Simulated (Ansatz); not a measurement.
Correlation energies of C₄H₉ClFGa, SMILES `C[C](C)(C)[Ga]([F])[Cl]` by basis set

```xyz
16

C     1.115   -1.046   -0.251
C    -0.023   -0.057   -0.017
C    -0.952   -0.011   -1.222
C    -0.797   -0.447    1.241
Ga    0.770    1.729    0.298
F     2.002    1.957    1.528
Cl    0.290    3.556   -0.709
H     0.700   -2.055   -0.376
H     1.813   -1.079    0.589
H     1.684   -0.817   -1.157
H    -1.771    0.700   -1.084
H    -1.396   -1.002   -1.380
H    -0.426    0.265   -2.139
H    -1.633    0.229    1.440
H    -1.218   -1.452    1.110
H    -0.159   -0.472    2.128
```

The species carries charge 0 and has multiplicity 1. Correlated methods include outer-core shells of Ga, which these sets cover unevenly. Scalar relativity is left out up to krypton. The structure was optimised at the PBE0-D4/def2-TZVP level. Frozen core, restricted reference, Ansatz.

```csv
basis,HF (Eh),MP2 corr.,CCSD corr.,(T),CCSD(T) total
def2-SVP,?,-1.10974,?,-0.03310,?
def2-TZVPP,-2639.12593,-1.36997,?,-0.05642,?
def2-QZVPP,-2639.19071,?,–,–,–
```

Question: Fill in the withheld values. (Estimate.)

Answer: The calculation gave: def2-SVP HF (Eh): -2638.42388; def2-SVP CCSD corr.: -1.16403; def2-SVP CCSD(T) total: -2639.62101; def2-TZVPP CCSD corr.: -1.41948; def2-TZVPP CCSD(T) total: -2640.60183; def2-QZVPP MP2 corr.: -1.70524.
